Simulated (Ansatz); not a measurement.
One change: `C[SiH2][SnH3]` becomes `C[SiH](C)[SnH3]`.

Ansatz, PBE0-D4/def2-TZVP geometries, multiplicity 1. 

Elements past krypton have def2 core potentials.

```json
{"property": "size of the dipole moment (PBE/def2-TZVPP) / D", "`C[SiH2][SnH3]`": "1.25"}
{"property": "LUMO energy (PBE/def2-TZVPP) / eV", "`C[SiH2][SnH3]`": "-0.78"}
{"property": "HOMO energy (ωB97M-V/def2-TZVPP) / eV", "`C[SiH2][SnH3]`": "-9.68"}
{"property": "HOMO–LUMO gap (PBE0/def2-TZVPP) / eV", "`C[SiH2][SnH3]`": "7.66"}
{"property": "HOMO–LUMO gap (ωB97M-V/def2-TZVPP) / eV", "`C[SiH2][SnH3]`": "11.14"}
{"property": "LUMO energy (ωB97M-V/def2-TZVPP) / eV", "`C[SiH2][SnH3]`": "1.46"}
```

Problem. Give the same properties after the change, and the shifts. (Best estimate.)

Solution. Computed: 
```
                                      property  `C[SiH](C)[SnH3]`  shift
size of the dipole moment (PBE/def2-TZVPP) / D               1.68   0.43
             LUMO energy (PBE/def2-TZVPP) / eV              -0.52   0.26
         HOMO energy (ωB97M-V/def2-TZVPP) / eV              -9.41   0.27
          HOMO–LUMO gap (PBE0/def2-TZVPP) / eV               7.64  -0.02
       HOMO–LUMO gap (ωB97M-V/def2-TZVPP) / eV              11.09  -0.05
         LUMO energy (ωB97M-V/def2-TZVPP) / eV               1.68   0.22
```

Dipoles are sizes alone; their direction can turn.
